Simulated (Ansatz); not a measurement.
Ansatz (a quantum-chemistry and plane-wave program) input for C₂H₆B, SMILES C[B]C, multiplicity 2, PBE-D3(BJ)/def2-TZVP. 

Ansatz 0.2 input:
```yaml
crystal:
  periodic: [false, false, false]
  atoms:
    - {symbol: C, position_ang: [1.39516638, 0.01241356, 0.09854197]}
    - {symbol: B, position_ang: [0.00000000, 0.00000000, -0.56337373]}
    - {symbol: C, position_ang: [-1.39516639, -0.01241356, 0.09854197]}
    - {symbol: H, position_ang: [1.67168859, -1.04853216, 0.20311442]}
    - {symbol: H, position_ang: [2.18436771, 0.47445682, -0.49688035]}
    - {symbol: H, position_ang: [1.40203401, 0.43687754, 1.11094846]}
    - {symbol: H, position_ang: [-1.40203401, -0.43687756, 1.11094846]}
    - {symbol: H, position_ang: [-2.18436771, -0.47445681, -0.49688037]}
    - {symbol: H, position_ang: [-1.67168858, 1.04853215, 0.20311443]}
basis:
  gaussian:
    orbitals: def2-TZVP
hamiltonian:
  xc: pbe
  dispersion: d3bj
magnetization: {spin_polarized: true, initial_magnetization: 1}
relax: {f_tol: 0.002, max_steps: 200}
```

It prints:

```
WARN ansatz: RAYON_NUM_THREADS=1 ignored (pool sized by the plan → 1); use --threads N
Functional definition: PBE
integrals: 0.03 GiB planned
793 factors; their error is unknown
mean field: 0.42 GiB planned
mean field evaluation 1: about -2828.4124 eV, gradient 5.6e1 eV
mean field evaluation 2: about -2811.8706 eV, gradient 7.3e1 eV
mean field evaluation 4: about -2842.8456 eV, gradient 3.1e0 eV
mean field evaluation 8: about -2842.9039 eV, gradient 1.6e-2 eV
mean field evaluation 16: about -2842.8796 eV, gradient 1.7e-5 eV
mean field -2842.87962757 eV, -104.4738993400 hartree, gradient 3.0e-6 eV, S^2 0.751973; 0 other end points of the search recorded, 0 dependent functions left out
the calculation of the forces begins
reference -2842.87966918 eV, -104.4739008695 hartree; 12, 11 occupied and 117, 118 virtual orbitals, 793 factors
relax step   1: F+E_penalty+E_count = -2843.00807183 eV  Δ(F+E_penalty+E_count) = +0.000e0 eV  max|allowed force component| = 2.435e-1 eV/Å  Δτ_max = 0.0000 Å  (32 SCF iters, accepted)
these checks for a lower state are left out or cut short: starts, cluster_reference, orbital_swaps, neighbouring_geometries, increment
integrals: 0.03 GiB planned
793 factors; their error is unknown
mean field: 0.42 GiB planned
mean field -2842.88561403 eV, -104.4741193386 hartree, gradient 9.8e-6 eV, S^2 0.751994; 0 other end points of the search recorded, 0 dependent functions left out
the calculation of the forces begins
reference -2842.88565569 eV, -104.4741208696 hartree; 12, 11 occupied and 117, 118 virtual orbitals, 793 factors
relax step   2: F+E_penalty+E_count = -2843.01374089 eV  Δ(F+E_penalty+E_count) = -5.669e-3 eV  max|allowed force component| = 7.908e-2 eV/Å  Δτ_max = 0.0098 Å  (32 SCF iters, accepted)
these checks for a lower state are left out or cut short: starts, cluster_reference, orbital_swaps, neighbouring_geometries, increment
integrals: 0.03 GiB planned
793 factors; their error is unknown
mean field: 0.42 GiB planned
mean field evaluation 32: about -2842.8864 eV, gradient 1.7e-4 eV
mean field -2842.88641379 eV, -104.4741487290 hartree, gradient 9.9e-6 eV, S^2 0.752003; 0 other end points of the search recorded, 0 dependent functions left out
the calculation of the forces begins
reference -2842.88645547 eV, -104.4741502609 hartree; 12, 11 occupied and 117, 118 virtual orbitals, 793 factors
relax step   3: F+E_penalty+E_count = -2843.01442101 eV  Δ(F+E_penalty+E_count) = -6.801e-4 eV  max|allowed force component| = 1.165e-2 eV/Å  Δτ_max = 0.0070 Å  (32 SCF iters, accepted)
these checks for a lower state are left out or cut short: starts, cluster_reference, orbital_swaps, neighbouring_geometries, increment
integrals: 0.03 GiB planned
793 factors; their error is unknown
mean field: 0.42 GiB planned
mean field -2842.88645416 eV, -104.4741502128 hartree, gradient 1.1e-5 eV, S^2 0.752004; 0 other end points of the search recorded, 0 dependent functions left out
the calculation of the forces begins
reference -2842.88649584 eV, -104.4741517446 hartree; 12, 11 occupied and 117, 118 virtual orbitals, 793 factors
relax step   4: F+E_penalty+E_count = -2843.01443837 eV  Δ(F+E_penalty+E_count) = -1.736e-5 eV  max|allowed force component| = 4.823e-3 eV/Å  Δτ_max = 0.0031 Å  (24 SCF iters, accepted)
these checks for a lower state are left out or cut short: starts, cluster_reference, orbital_swaps, neighbouring_geometries, increment
integrals: 0.03 GiB planned
793 factors; their error is unknown
mean field: 0.42 GiB planned
mean field -2842.88651319 eV, -104.4741523820 hartree, gradient 9.8e-6 eV, S^2 0.752007; 0 other end points of the search recorded, 0 dependent functions left out
the calculation of the forces begins
reference -2842.88655486 eV, -104.4741539134 hartree; 12, 11 occupied and 117, 118 virtual orbitals, 793 factors
relax step   5: F+E_penalty+E_count = -2843.01445914 eV  Δ(F+E_penalty+E_count) = -2.077e-5 eV  max|allowed force component| = 6.409e-3 eV/Å  Δτ_max = 0.0084 Å  (30 SCF iters, accepted)
these checks for a lower state are left out or cut short: starts, cluster_reference, orbital_swaps, neighbouring_geometries, increment
integrals: 0.03 GiB planned
793 factors; their error is unknown
mean field: 0.42 GiB planned
mean field -2842.88654262 eV, -104.4741534636 hartree, gradient 9.9e-6 eV, S^2 0.752008; 0 other end points of the search recorded, 0 dependent functions left out
the calculation of the forces begins
reference -2842.88658428 eV, -104.4741549947 hartree; 12, 11 occupied and 117, 118 virtual orbitals, 793 factors
relax step   6: F+E_penalty+E_count = -2843.01446427 eV  Δ(F+E_penalty+E_count) = -5.131e-6 eV  max|allowed force component| = 2.319e-3 eV/Å  Δτ_max = 0.0042 Å  (31 SCF iters, accepted)
these checks for a lower state are left out or cut short: starts, cluster_reference, orbital_swaps, neighbouring_geometries, increment
integrals: 0.03 GiB planned
793 factors; their error is unknown
mean field: 0.42 GiB planned
mean field evaluation 64: about -2842.8865 eV, gradient 9.0e-6 eV
mean field -2842.88654699 eV, -104.4741536242 hartree, gradient 9.0e-6 eV, S^2 0.752008; 0 other end points of the search recorded, 0 dependent functions left out
the calculation of the forces begins
reference -2842.88658865 eV, -104.4741551553 hartree; 12, 11 occupied and 117, 118 virtual orbitals, 793 factors
relax step   7: F+E_penalty+E_count = -2843.01446567 eV  Δ(F+E_penalty+E_count) = -1.400e-6 eV  max|allowed force component| = 1.184e-3 eV/Å  Δτ_max = 0.0025 Å  (24 SCF iters, accepted)
integrals: 0.03 GiB planned
793 factors; their error is unknown
mean field: 0.42 GiB planned
mean field -2842.88654699 eV, -104.4741536242 hartree, gradient 1.4e-5 eV, S^2 0.752008; 1 other end points of the search recorded, 0 dependent functions left out
the calculation of the forces begins
reference -2842.88658865 eV, -104.4741551553 hartree; 12, 11 occupied and 117, 118 virtual orbitals, 793 factors
Total energy: -2843.01450733 eV, -104.4788560799 hartree
Atom 0 at     1.400704     0.011938     0.099100 Å, force     0.001184    -0.000397    -0.000511 eV/Å
Atom 1 at     0.000000     0.000000    -0.556721 Å, force    -0.000000    -0.000000     0.001037 eV/Å
Atom 2 at    -1.400704    -0.011938     0.099100 Å, force    -0.001184     0.000397    -0.000511 eV/Å
Atom 3 at     1.688229    -1.056212     0.180135 Å, force     0.000093     0.000440    -0.000021 eV/Å
Atom 4 at     2.191432     0.490142    -0.495302 Å, force     0.000174    -0.000179     0.000163 eV/Å
Atom 5 at     1.416896     0.416817     1.128465 Å, force    -0.000401     0.000028    -0.000149 eV/Å
Atom 6 at    -1.416896    -0.416817     1.128465 Å, force     0.000401    -0.000028    -0.000149 eV/Å
Atom 7 at    -2.191432    -0.490142    -0.495302 Å, force    -0.000174     0.000179     0.000163 eV/Å
Atom 8 at    -1.688229     1.056212     0.180135 Å, force    -0.000093    -0.000440    -0.000021 eV/Å
Dipole moment:    -0.000000    -0.000000     0.227516 e Å
```

Self-consistency was reached.
